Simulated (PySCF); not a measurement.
# Diatomic anions of Be with group 14

PBE0 with double-zeta basis sets in PySCF, for the lowest determinant that a PBE0 search found; no spin–orbit coupling. De refers to high-spin ground-configuration atoms (the charge goes to the atom of lower measured ionisation energy or higher electron affinity, which is not always the lowest computed limit). A positive dipole points towards Be; it is taken about the centre of mass and depends on that origin.

```csv
M,basis,charged atom,state (unpaired electrons),Re (Å),ωe (cm⁻¹),De (eV),μ (D)
C,def2-SVPD,C−,"quartet (σ ↑, π ↑↑)",1.687,862,n/a,-0.77
Si,aug-cc-pVDZ/aug-cc-pV(D+d)Z,Si−,"quartet (σ ↑, π ↑↑)",2.167,549,1.79,-2.12
Ge,aug-pcseg-1,Ge−,"quartet (σ ↑, π ↑↑)",2.225,473,1.62,-3.75
Sn,aug-cc-pVDZ/aug-cc-pVDZ-PP,Sn−,"quartet (σ ↑, π ↑↑)",2.432,404,1.41,-4.38
Pb,aug-cc-pVDZ/aug-cc-pVDZ-PP,Pb−,"quartet (σ ↑, π ↑↑)",2.502,367,1.31,-5.14
```

The shortest bond is that of BeC⁻ (1.687 Å), the longest that of BePb⁻ (2.502 Å).

The rows differ in basis set, which adds steps of its own.

Down a group the atoms grow and get heavier, so bonds lengthen and wavenumbers fall; this series shows no clear exception.

Spin–orbit coupling is left out, which matters for elements this heavy, above all for dissociation energies. For an ion De counts to the pair picked by the measured ionisation energies or electron affinities, which need not be the lowest pair at this level. The highest Kohn–Sham level is positive in some of these anions. Much of that is self-interaction error, but it also means that the finite basis helps to hold the extra electron. States were picked by a PBE0 search and need not be the measured ground states.
